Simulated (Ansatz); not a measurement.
The first iterations of a band of C3H4AlF (9 atoms, charge 0, multiplicity 1).

These are results of RKS B3LYP/def2-SVP in Ansatz, not measurements.

```yaml
movable_images: 2
climbing_image: no
spring: 5.0 eV/Å²
optimiser: quadratic models (default)
start_path: through a guess of the saddle point
force_threshold: 0.05 eV/Å
iteration_limit: 60
end_points: relaxed
```

First end point:

```xyz
9
Properties=species:S:1:pos:R:3
F 1.926 1.333 1.164
C 0.841 0.726 0.671
C 0.879 -0.180 -0.339
C -0.511 -0.707 -0.695
Al -1.084 0.519 0.760
H 1.803 -0.500 -0.845
H -0.610 -1.797 -0.553
H -0.806 -0.486 -1.735
H -2.349 1.045 1.555
```

Last end point:

```xyz
9
Properties=species:S:1:pos:R:3
F 1.763 1.583 0.621
C 0.789 0.778 0.295
C 1.080 -0.562 -0.044
C -0.157 -1.121 -0.323
Al -1.286 0.579 0.023
H 2.078 -1.025 -0.070
H -0.216 -2.178 -0.616
H -1.838 1.309 -1.279
H -2.125 0.591 1.376
```

| iteration | highest image above the first end (eV) | largest band force component (eV/Å) |
| --- | --- | --- |
| 1 | 3.458 | 4.846 |
| 2 | 2.113 | 1.970 |

Does the band converge within its limit, and where does its top end?

The forces met the threshold. It ended after 7 iterations with the highest image 1.624 eV above the first end. Neighbouring images differ by up to 1.5 eV, so the band resolves the path poorly. No image climbed, so the highest image needn't sit at the top of the path. So few images can step over the top or miss a turn of the path. The orbitals stay closed-shell, which can raise the energy where a bond breaks towards radicals; this wasn't checked here.

Time of the run: 36 s on 2 threads of Arm Neoverse V2 (shared host), peak memory 0.19 GiB.
